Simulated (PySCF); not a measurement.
C₄H₃F, SMILES C#C/C=C\F.

The structure is a stationary point at B3LYP-D3(BJ)/def2-SVP. The structure was generated by enumeration; whether it is a known compound was not checked.

Two levels are set side by side: TDDFT-PBE/def2-SVPD (PySCF) and TDDFT-B3LYP/def2-SVPD (PySCF). Vertical, same geometry. The lowest singlet is HOMO−1→LUMO 99 % with PBE and HOMO−1→LUMO 98 % with the other functional; states are paired by order. Differences are taken from unrounded values.

```
quantity                               TDDFT-B3LYP
-------------------------------------  -----------
lowest singlet excitation (eV)                5.29
lowest triplet excitation (TDA) (eV)          3.40
first bright state (f over 0.05) (eV)         5.55
its oscillator strength                       0.26
```

Question: What does TDDFT-PBE give, and how far is it from TDDFT-B3LYP? (An estimate is asked for; the answer gives what the named calculation found.)

Answer: 
```json
[
 {"quantity": "lowest singlet excitation (eV)", "TDDFT-PBE": "5.05", "TDDFT-PBE minus TDDFT-B3LYP": "-0.25"},
 {"quantity": "lowest triplet excitation (TDA) (eV)", "TDDFT-PBE": "3.39", "TDDFT-PBE minus TDDFT-B3LYP": "-0.02"},
 {"quantity": "first bright state (f over 0.05) (eV)", "TDDFT-PBE": "5.44", "TDDFT-PBE minus TDDFT-B3LYP": "-0.11"},
 {"quantity": "its oscillator strength", "TDDFT-PBE": "0.26", "TDDFT-PBE minus TDDFT-B3LYP": "0.00"}
]
```

Functionals without exact exchange tend to place singlet excitations lower, as here. Differences between two approximate levels are no errors against the true value.

Rough cost on one machine, each run with all the roots and properties that it gave: TDDFT-B3LYP against TDDFT-PBE about 3 times.
